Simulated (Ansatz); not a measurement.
Wavefunction ladder for C3H10Si2, SMILES `CC1([SiH3])C[SiH2]1`

```csv
atom,x (Å),y (Å),z (Å)
C1,1.222,0.778,-0.788
C2,0.099,0.074,-0.050
Si3,-0.034,0.461,1.760
C4,-1.247,-0.028,-0.816
Si5,-0.386,-1.641,-0.578
H6,1.067,1.863,-0.796
H7,2.193,0.581,-0.326
H8,1.286,0.452,-1.831
H9,1.231,0.118,2.465
H10,-1.150,-0.323,2.359
H11,-0.314,1.909,1.984
H12,-2.158,0.183,-0.263
H13,-1.247,0.421,-1.805
H14,-0.898,-2.615,0.409
H15,0.335,-2.235,-1.724
```

The species carries charge 0 and has multiplicity 1. All single points use the PBE0-D4/def2-TZVP geometry. Frozen core, restricted reference, Ansatz. CBS rows extrapolate triple and quadruple zeta; past MP2 they add the triple-zeta difference.

| basis | HF (Eh) | MP2 corr. |
| --- | --- | --- |
| def2-TZVPP | -697.30607 | -0.77482 |
| def2-QZVPP | -697.32965 | -0.82483 |

(1) Estimate the CCSD correlation energy and the (T) correction in each basis where they were run (hartree).

Answers

(1) 
```tsv
basis	CCSD corr.	(T)
def2-TZVPP	-0.83781	-0.03508
CBS(def2)	-0.92488	as TZ
```
